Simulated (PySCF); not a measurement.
The PySCF input:
```python
from pyscf import gto, scf

mol = gto.Mole()
mol.atom = '''
    F    -1.817098   -0.890598    0.073257
    As    0.133596   -0.307540    0.032107
    F     1.895964    0.709046   -0.054303
    F    -0.568718    1.309198   -0.136682
'''
mol.basis = '6-31g'
mol.charge = -1
mol.spin = 1
mol.verbose = 4
mol.build()

mf = scf.UHF(mol)
mf = mf.density_fit(auxbasis='def2-universal-jkfit')
mf.kernel()
```

### Question
What does this run give for the Mulliken (on the basis functions themselves) charges in atom order, nuclear repulsion energy, total energy, HOMO energy, number of basis functions, <S^2>?

### Answer

```json
{
  "Mulliken (on the basis functions themselves) charges in atom order": "F1 -0.74, As2 1.10, F3 -0.74, F4 -0.61",
  "nuclear_repulsion_energy": "287.4873 Eh",
  "total_energy": "-2532.1552 Eh",
  "HOMO energy": "-4.28 eV",
  "number_of_basis_functions": "54",
  "<S^2>": "0.756"
}
```

These values belong to the state on which the SCF converged, which isn't shown to be the lowest.
